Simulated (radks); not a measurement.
Coulomb parameter of the 5d shell of the tungsten ion W3+ in the model configuration [Xe] 4f14 5d2 6s1, as a second difference U = [E(n + 0.5) + E(n - 0.5) - 2 E(n)] / (0.5)^2 with all orbitals relaxed. "Bare": the charge of the atom changes with n. "Screened": the 6s shell takes up the change at fixed total charge, which measures U(5d,5d) + U(6s,6s) - 2 U(5d,6s). Calculated with a radial shooting solver on a logarithmic mesh with Libxc functionals: Dirac Kohn-Sham, PBE, spin-unpolarised, spherical densities, finite nucleus; open shells are shared between the two j in proportion to 2j + 1; Fermi nuclear charge, rms radius 5.3658 fm.

case,configuration,E - E(n) (eV)
start,[Xe] 4f14 5d2 6s1,0.000
bare +0.5,[Xe] 4f14 5d2.5 6s1,-15.250
bare -0.5,[Xe] 4f14 5d1.5 6s1,18.280
screened +0.5,[Xe] 4f14 5d2.5 6s0.5,-1.755
screened -0.5,[Xe] 4f14 5d1.5 6s1.5,2.001

U(bare) = 12.120 eV, U(screened by 6s) = 0.984 eV.
